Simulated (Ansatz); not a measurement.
Species: C$_{4}$H$_{6}$O, charge 0, singlet. C4H6O (cyclobutanone, SMILES O=C1CCC1).
B3LYP-D3(BJ)/def2-TZVP minimum from Ansatz (a program for electronic structure):
```
C
H 1 1.0877
H 1 1.0877 2 108.74
C 1 1.5567 2 114.17 3 128.76
H 4 1.0912 1 116.12 2 1.57
H 4 1.0912 5 108.35 1 132.77
C 4 1.5330 5 113.45 6 126.93
O 7 1.1953 4 133.75 5 -62.10
C 7 1.5330 8 133.75 4 -180.00
H 9 1.0912 7 113.45 8 62.10
H 9 1.0912 10 108.35 7 126.93
```
Charge 0, spin multiplicity 1.

Total energies in hartree (Ansatz). Radicals and triplets start from unrestricted determinants; spin-orbit coupling is neglected. Correlated methods leave the cores frozen. No relativity. Where a partner has so few electrons that a lower coupled-cluster level is exact, that level stands in.

```csv
species,HF/cc-pVTZ,CCSD(T)/cc-pVTZ,HF/cc-pVQZ,CCSD(T)/cc-pVQZ,CCSD(T)/cc-pVDZ,CCSDT(Q)/cc-pVDZ
"1: C4H6O (cyclobutanone, SMILES C1C(CC1)=O)",-229.87841,-230.83796,-229.89427,-230.90695,-230.60564,-230.60851
2: O (triplet),-74.81176,-74.97396,-74.81729,-74.99357,-74.90995,-74.91013
3: C (triplet),-37.69157,-37.78076,-37.69331,-37.78654,-37.76038,-37.76071
4: H (doublet),-0.49981,-0.49981,-0.49995,-0.49995,-0.49928,-0.49928
```

Q: Work out the atomisation energy (electronic, to ground-state atoms) in kcal/mol: take Hartree-Fock from cc-pVQZ, extrapolate the CCSD(T) correlation energy as X^-3 (X = 3, 4), and add CCSDT(Q) - CCSD(T) in cc-pVDZ. 1 hartree = 627.51 kcal/mol.

A: 
Species 1: correlation (64·(-1.01268) - 27·(-0.95955))/37 = -1.05145; step -0.00287; E1 = -229.89427 + (-1.05145) + (-0.00287) = -230.94859
Species 2: correlation (64·(-0.17628) - 27·(-0.16220))/37 = -0.18655; step -0.00018; E2 = -74.81729 + (-0.18655) + (-0.00018) = -75.00402
Species 3: correlation (64·(-0.09323) - 27·(-0.08919))/37 = -0.09618; step -0.00033; E3 = -37.69331 + (-0.09618) + (-0.00033) = -37.78982
Species 4: correlation (64·(0.00000) - 27·(0.00000))/37 = 0.00000; step +0.00000; E4 = -0.49995 + (0.00000) + (+0.00000) = -0.49995
-1·E1 +1·E2 +4·E3 +6·E4 = 1.78559 hartree = 1120.5 kcal/mol.
